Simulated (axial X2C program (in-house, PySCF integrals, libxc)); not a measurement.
## Nuclear properties of CsN⁺

Calculated with an in-house all-electron X2C program for linear molecules (integrals from PySCF): two-component X2C with atomic mean-field Coulomb and Gaunt terms, Gaussian nuclei, basis Cs dyall-cv3z, N dyall-av3z with contracted cores.

R = 3.553 Å (near the PBE0 minimum at charge 1 of the determinant lowest at the starting distance; the state shown can have its own minimum elsewhere).

Input and command:
```json
{"zs": [55, 7], "q": 1, "bas": ["dyall-cv3z", "dyall-av3z"], "r0": 2.69, "levels": ["PBE0", "HF", "BP86", "LDA", "PBE"], "nst": 3}
```
```bash
python soeom.py task.json out
```

Keys: zs atomic numbers; q charge; bas basis sets; r0 starting distance in Å; levels methods; nst determinants followed.

Determinant lowest in the PBE0 search, Ω = 3/2 (⟨Sz⟩ = 1.50, ⟨Lz⟩ = 0.00 at PBE0), spin on the atoms Cs 0.00, N 1.50:

```tsv
level	Eeff magnitude (GV/cm)	Ws magnitude Cs (kHz)	A∥/gI Cs (MHz)	qzz Cs (a.u.)	A∥/gI N (MHz)	qzz N (a.u.)
PBE0	0.271	0.121	13.7	-0.08	-9.22	0.04
HF	0.175	0.0762	8.73	-0.13	42.2	0.03
BP86	0.327	0.146	17.2	-0.07	-15.9	0.05
LDA	0.26	0.113	15.6	-0.03	-23	0.06
PBE	0.311	0.14	16.2	-0.08	-17.2	0.05
```

Eeff is the effective electric field on the electron electric dipole moment in this Ω state and Ws the scalar–pseudoscalar constant of the nucleus named (defined with the proton number Z and per Ω); A∥ (defined per Ω) follows by multiplying with gI = μI/(I μN); qzz is the electric field gradient, eQq0 = 234.96 MHz × Q/barn × qzz. The operators were transformed with the bare-nucleus X2C matrices; with these basis sets, hyperfine constants and field gradients can be off by tens of per cent, and where levels differ in sign neither size nor sign is settled.

**Question.** With gI(133Cs) = 0.7377 (g factors from the IAEA table of nuclear moments by Stone), turn the PBE0 values of the first state into constants in MHz.

**Answer.** A∥(133Cs) = 13.7 × 0.7377 = 10.1 MHz.

Each state is one determinant with collinear spin, which with several unpaired electrons need not be a pure state. Unrestricted Hartree–Fock can overshoot spin polarisation at the nuclei. This is the top spin component of a Σ state; components of lower Ω are not single determinants and can lie lower. With several open shells hyperfine constants can be off by a factor of several. The search compared states at one distance, so a state with another bond length can lie lower. Further determinants of the search, some of them spin-mixed, are not shown. Where a field gradient or hyperfine factor spreads by more than a factor of two over the levels, a constant derived from it is not to be relied on.
